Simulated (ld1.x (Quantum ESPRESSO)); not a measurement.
**Configuration tests for C (TM)**

ld1.x (Quantum ESPRESSO) 7.5 input, shortened:

```
&input
   title='C', zed=6., rel=1, dft='BLYP', iswitch=3,
   config='[He] 2s1.75 2p2.25'
 /
 &inputp
   pseudotype=2, tm=.true., lloc=1,
   nlcc=.true., new_core_ps=.true., rcore=0.50
 /
2
2S  1  0   1.75   0.00  0.95  0.95  0.0
2P  2  1   2.25   0.00  2.60  2.60  0.0
 &test
   configts(1)='2s1.75 2p2.25'
 /
```

Energies are relative to the spin-unpolarised reference configuration 2s1.75 2p2.25; without spin polarisation the order of configurations can differ from experiment.

Task: Give the all-electron excitation energy and the error of the potential for: 2s2 2p2; 2s2 2p1; 2s2 2p0; 2s2 2p2.3; 2s1 2p3; 2s1 2p2; 2s0 2p4.

Result:

```
valence configuration  charge  ΔE all-electron (eV)  error AE − PS (meV)
              2s2 2p2       0                -2.094                 -1.1
              2s2 2p1      +1                 8.735                  +95
              2s2 2p0      +2                32.910                 +797
            2s2 2p2.3    -0.3                -3.238                 -6.7
              2s1 2p3       0                 6.295                 -9.2
              2s1 2p2      +1                17.380                  -87
              2s0 2p4       0                14.715                  -46
```

Levels in the configuration 2s2 2p1:

| level | all-electron (eV) | pseudo (eV) |
| --- | --- | --- |
| 2s | -25.634 | -25.544 |
| 2p | -16.994 | -16.731 |
